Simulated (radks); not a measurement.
Results of a calculation; reference values are marked as such.
Task: Mean orbital radii <r> (bohr) of the potassium ion K3+, [Ne] 3s2 3p4, of relativity; Dirac values are averaged over j with weights 2j + 1. Spin-unpolarised spherical Kohn-Sham, PBE, point nucleus unless stated (finite: rms radius 3.4349 fm), a radial shooting solver on a logarithmic mesh with Libxc functionals. A level marked "c x" has the speed of light scaled by that factor and shares open shells by 2j + 1; other Dirac levels either fill j = l - 1/2 first or share by 2j + 1.

shell  non-rel.
1s      0.08155
2s       0.3895
2p       0.3506
3s        1.207
3p        1.295

Give the values at the level "Dirac, c x 10".

Result: 
shell  Dirac, c x 10  change of magnitude (%)
1s           0.08154                    -0.01
2s            0.3894                    -0.01
2p            0.3506                    0.00
3s             1.206                    0.00
3p             1.295                    0.00
